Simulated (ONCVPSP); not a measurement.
What the settings do to the ONCV potential of Ir (Z = 77)

Base potential:

iridium, optimised norm-conserving Vanderbilt (ONCV), made with ONCVPSP 4.0.1 (PBE, scalar-relativistic). Core [Kr] 4d10 4f14, reference 5s2 5p6 5d7.5 6s1.5. Waves: 5s+6s: rc 1.60 bohr, ncon 4, nbas 8, qcut 7.8 1/bohr, 2 projectors; 5p: rc 1.55 bohr, ncon 3, nbas 7, qcut 8 1/bohr, 1 projector; 5d: rc 2.35 bohr, ncon 4, nbas 8, qcut 6.2 1/bohr, 2 projectors, debl 3.1 Ha. Local part: polynomial inside 1.40 bohr (lpopt 4, dvloc0 3 Ha). Core correction: Teter function, fcfact 5, rcfact 1.25.

All-electron outer shells of the reference configuration (PBE, scalar-relativistic, ld1.x):

```tsv
shell	level (eV)	outermost node (bohr)	outermost maximum (bohr)
5s	-96.67	0.50	0.89
4f	-60.82	–	0.39
5p	-53.47	0.54	1.01
5d	-6.25	0.59	1.31
6s	-5.93	1.17	2.41
```

Cutoffs, loose and tight: the cutoffs (Ha) at which the residual kinetic energy of the hardest occupied pseudo-wave falls to 1 and 0.1 mHa per electron. They do not see the model core or the augmentation charge, which bear on the density cutoff. Test errors are all-electron minus pseudo excitation energies from the reference, over the configurations 5s2 5p6 5d7 6s2; 5s2 5p6 5d7 6s1; 5s2 5p6 5d7 6s0; 5s2 5p6 5d6 6s0. A dash means not determined; rows that change the core or the reference have their own tests.

```tsv
change	outcome	cutoff, loose	cutoff, tight	bound ghosts	GHOST(+) flags above zero	largest test error (meV)
base	generated	22 Ha	26 Ha	none	none	-9.7
local potential polynomial inside 1.40 bohr (lpopt 4, dvloc0 -0.5 Ha)	generated	22 Ha	26 Ha	none	s	-10
core [Xe] 4f14, valence charge 9; reference 5d7 6s2; waves now 6s: rc 1.90 bohr, ncon 3, nbas 7, qcut 2.8 1/bohr, 2 projectors, debl 3.2 Ha; p scattering state at 0.44 Ha: rc 1.70 bohr, ncon 3, nbas 7, qcut 4.2 1/bohr, 3 projectors, debl 2 Ha; 5d: rc 1.55 bohr, ncon 5, nbas 8, qcut 6.7 1/bohr, 2 projectors, debl 1 Ha; local potential polynomial inside 1.55 bohr (lpopt 5, dvloc0 0 Ha)	failed: ERROR pspot: first pseudo wave function has node, program will stop	–	–	–	–	–
d: qcut 7.9	generated	22 Ha	26 Ha	none	none	-15
s: ncon 3, nbas 7	generated	21 Ha	26 Ha	none	none	-10
core correction Teter function, fcfact 6.2, rcfact 1.25	generated	22 Ha	26 Ha	none	none	-9.9
d: qcut 9.1	generated	22 Ha	26 Ha	none	none	-8.6
p: rc 1.48	generated	23 Ha	28 Ha	none	none	-9.8
all radii but the core radius scaled by about 0.77 (s 1.24, p 1.20, d 1.82 bohr); local potential polynomial inside 1.08 bohr (lpopt 4, dvloc0 3 Ha)	generated	30 Ha	107 Ha	none	s	-9.3
s: qcut 5.7; p: qcut 5.8; d: qcut 4.5	generated	23 Ha	61 Ha	none	none	+19
d: nproj 1	generated	22 Ha	26 Ha	none	none	-19
reference 5s2 5p6 5d7 6s2	generated	22 Ha	26 Ha	none	none	+66
core correction Teter function, fcfact 4, rcfact 1.3	generated	22 Ha	26 Ha	none	none	-9.9
```
